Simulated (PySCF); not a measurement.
Species: C6H3FO2.
SMILES with atom numbers: `[O:1]=[C:2]1[CH:3]=[CH:4][C:5](=[O:6])[C:7]([F:8])=[CH:9]1` (hydrogens: H10 on C3; H11 on C4; H12 on C9)

Theory: HF/def2-SVP geometry optimisation, gas phase in PySCF.

Q: List the bond lengths, angles and torsions at this level.

A: 
```csv
bond,length (Å),order
O1=C2,1.188,double
C2–C3,1.494,single
C3=C4,1.326,double
C4–C5,1.488,single
C5=O6,1.184,double
C5–C7,1.500,single
C7–F8,1.303,single
C7=C9,1.322,double
C2–C9,1.486,single
C3–H10,1.082,single
C4–H11,1.081,single
C9–H12,1.081,single
```

Orders are formal, as drawn. A selection of angles:
```csv
angle,degrees
O1–C2–C3,121.1
O1–C2–C9,121.7
C3–C2–C9,117.3
C2–C3–C4,121.8
C2–C3–H10,115.7
C4–C3–H10,122.5
C3–C4–C5,121.6
C3–C4–H11,122.8
C5–C4–H11,115.6
C4–C5–O6,123.0
C4–C5–C7,115.9
O6–C5–C7,121.2
C5–C7–F8,114.4
C5–C7–C9,123.0
F8–C7–C9,122.5
C7–C9–H12,121.8
C2–C9–C7,120.4
C2–C9–H12,117.8
```

Dihedral angles: O1–C2–C3–C4 180° (antiperiplanar); C2–C3–C4–C5 0° (synperiplanar); C3–C4–C5–O6 180° (antiperiplanar); C4–C5–C7–F8 180° (antiperiplanar); C5–C7–C9–C2 0° (synperiplanar); O1–C2–C9–C7 180° (antiperiplanar).

The 6 C–C bonds span 1.322 Å (C7=C9, drawn double) to 1.500 Å (C5–C7, drawn single), a spread of 0.178 Å. The 9 heavy atoms lie in one plane (0.000 Å rms). The 6-membered ring C2–C3–C4–C5–C7–C9 has internal angles of 115.9° to 123.0°; it is planar, 0.00 Å rms from its mean plane, widest ring torsion 0°.

Point group: Cs (tolerance 0.08 Å). Whether it is a minimum is left open (no frequencies).

On one thread, Arm Neoverse V1 (aarch64), shared host with 32 logical CPUs at a one-minute load of 15, this took 45 s and 0.54 GiB of memory at its peak. This is the geometry optimisation.
